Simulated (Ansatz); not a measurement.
Ansatz (an electronic-structure program) input file for C₂H₁₃NSi₃, SMILES C([Si@H]([SiH2]N)C)[SiH3], PBE/def2-SVPD. Coordinates come from a B3LYP-D3(BJ)/def2-SVP optimisation. The structure was generated by enumeration; whether it is a known compound was not checked. Other conformers were not sampled.

Ansatz 0.2 input:
```yaml
crystal:
  periodic: [false, false, false]
  atoms:
    - {symbol: C, position_ang: [-0.97328388, -2.35587193, -0.20608234]}
    - {symbol: Si, position_ang: [-0.07728559, -0.71756280, -0.52441745]}
    - {symbol: C, position_ang: [1.65698357, -0.74032347, 0.24179458]}
    - {symbol: Si, position_ang: [2.64203044, 0.85157053, 0.01963183]}
    - {symbol: Si, position_ang: [-1.34381213, 1.04213785, 0.38797401]}
    - {symbol: N, position_ang: [-3.02331412, 0.66525136, 0.08891890]}
    - {symbol: H, position_ang: [-0.41321276, -3.20201106, -0.63624062]}
    - {symbol: H, position_ang: [-1.08972203, -2.53914104, 0.87449547]}
    - {symbol: H, position_ang: [-1.97537009, -2.34593184, -0.66483569]}
    - {symbol: H, position_ang: [0.05507971, -0.52130208, -2.00203491]}
    - {symbol: H, position_ang: [2.23196569, -1.58225685, -0.18276203]}
    - {symbol: H, position_ang: [1.55449336, -0.93482256, 1.32424198]}
    - {symbol: H, position_ang: [3.97591645, 0.76751522, 0.68649347]}
    - {symbol: H, position_ang: [1.89154105, 1.99798021, 0.61408784]}
    - {symbol: H, position_ang: [2.85547397, 1.13634691, -1.42984289]}
    - {symbol: H, position_ang: [-0.95969461, 1.20565451, 1.83601504]}
    - {symbol: H, position_ang: [-1.05988303, 2.35474916, -0.26448624]}
    - {symbol: H, position_ang: [-3.36772308, -0.25160771, 0.36028950]}
    - {symbol: H, position_ang: [-3.73092230, 1.36920198, 0.28323588]}
basis:
  gaussian:
    orbitals: def2-SVPD
hamiltonian:
  xc: {name: PBE}
```

It prints:

```
WARN ansatz: RAYON_NUM_THREADS=2 ignored (pool sized by the plan → 2); use --threads N
Functional definition: PBE
integrals: 0.24 GiB planned
2029 factors; their error is unknown
mean field: 1.45 GiB planned
mean field evaluation 1: about -27363.2923 eV, gradient 9.2e1 eV
mean field evaluation 2: about -27316.7748 eV, gradient 1.5e2 eV
mean field evaluation 4: about -27382.1384 eV, gradient 1.4e1 eV
mean field evaluation 8: about -27382.5981 eV, gradient 2.6e-1 eV
mean field evaluation 16: about -27382.5341 eV, gradient 3.8e-4 eV
mean field -27382.53407901 eV, -1006.2895668554 hartree, gradient 1.3e-5 eV, S^2 0.000000; 0 other end points of the search recorded, 0 dependent functions left out
reference -27382.53413930 eV, -1006.2895690710 hartree; 37, 37 occupied and 199, 199 virtual orbitals, 2029 factors
Total energy: -27382.53413930 eV, -1006.2895690710 hartree
```

Self-consistency was reached.
